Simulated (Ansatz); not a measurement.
Input for Ansatz (a first-principles code): R-wB97X-V/def2-TZVPP on GeH4OSi (SMILES [OH][Ge][SiH3]), a point of a torsion scan.

Ansatz 0.2 input:
```yaml
crystal:
  periodic: [false, false, false]
  atoms:
    - {symbol: O, position_ang: [2.00750186, -0.25133620, -0.56571378]}
    - {symbol: Ge, position_ang: [1.00214614, -1.03597288, 0.69089102]}
    - {symbol: Si, position_ang: [1.05927403, -3.16860409, -0.49863227]}
    - {symbol: H, position_ang: [2.25470460, 0.66913644, -0.50109655]}
    - {symbol: H, position_ang: [2.40387685, -3.67327637, -0.81781456]}
    - {symbol: H, position_ang: [0.43022513, -4.27154772, 0.25531277]}
    - {symbol: H, position_ang: [0.34489298, -3.16711078, -1.78651108]}
basis:
  gaussian:
    orbitals: def2-TZVPP
hamiltonian:
  xc: {name: wB97X-V}
scf: {lower_state_search: off}
```

Program output:

```
WARN ansatz: RAYON_NUM_THREADS=2 ignored (pool sized by the plan → 2); use --threads N
Functional definition: wB97X-V
these checks for a lower state are left out or cut short: stability, starts, cluster_reference, orbital_swaps, neighbouring_geometries, increment
integrals: 0.13 GiB planned
1067 factors; their error is unknown
integrals: 0.16 GiB planned
224 factors; integrals over basis functions are off by at most 1.1e-5 eV
mean field: 1.03 GiB planned
mean field evaluation 1: about -66496.9604 eV, gradient 5.2e1 eV
mean field evaluation 2: about -66492.1202 eV, gradient 7.5e1 eV
mean field evaluation 4: about -66501.6234 eV, gradient 1.3e0 eV
mean field evaluation 8: about -66501.6363 eV, gradient 5.9e-2 eV
mean field evaluation 16: about -66501.8222 eV, gradient 4.0e-5 eV
mean field -66501.82221492 eV, -2443.8968898442 hartree, gradient 6.1e-6 eV, S^2 0.000000; 0 other end points of the search recorded, 0 dependent functions left out
reference -66501.82221301 eV, -2443.8968897740 hartree; 29, 29 occupied and 148, 148 virtual orbitals, 1067 factors
Total energy: -66501.82221301 eV, -2443.8968897740 hartree
Checks for a lower state left out: stability, starts, cluster_reference, orbital_swaps, neighbouring_geometries, increment
```

The run converged.

Cost: roughly 9 core-seconds.
